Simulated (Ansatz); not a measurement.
CH$_{7}$AsBNSi, relaxed with RKS PBE0-D4/def2-TZVP in Ansatz from a PBE-D4/def2-SVP geometry. The force threshold is 0.005 eV/Å; the program also tests the step.

Total charge 0; spin multiplicity 1. The bonds changed during the relaxation, so this is another structure than the one it started from.

Start:

```xyz
12

N     0.223   -0.221   -2.142
C     0.219   -0.271   -0.814
As    0.864    0.981    1.946
B    -0.373    0.629    0.267
Si   -0.352   -1.493    0.435
H     0.049    0.661   -2.637
H     0.356   -1.053   -2.722
H    -0.301    1.475    2.827
H     1.156    2.426    1.474
H    -1.231    1.465    0.033
H    -1.219   -2.593   -0.130
H     0.608   -2.005    1.464
```

By how much does the energy fall, and how many steps does the optimiser take? (Best estimate.)

The calculation gave: 4.93 kJ/mol, in 11 steps, 2 of them rejected.

Which bonds change most? (Best estimate.)

Computed: B4–Si5 from 2.129 to 2.104 Å; C2–Si5 from 1.839 to 1.816 Å; B4–H10 from 1.220 to 1.198 Å; As3–H9 from 1.548 to 1.528 Å.

Give the relaxed structure. (An estimate is asked.)

Ansatz gave: 
```xyz
12

N     0.220   -0.217   -2.126
C     0.209   -0.258   -0.811
As    0.851    0.957    1.906
B    -0.395    0.631    0.253
Si   -0.338   -1.464    0.432
H     0.035    0.644   -2.619
H     0.381   -1.039   -2.686
H    -0.279    1.426    2.813
H     1.157    2.386    1.461
H    -1.232    1.457    0.023
H    -1.193   -2.556   -0.119
H     0.583   -1.964    1.472
```
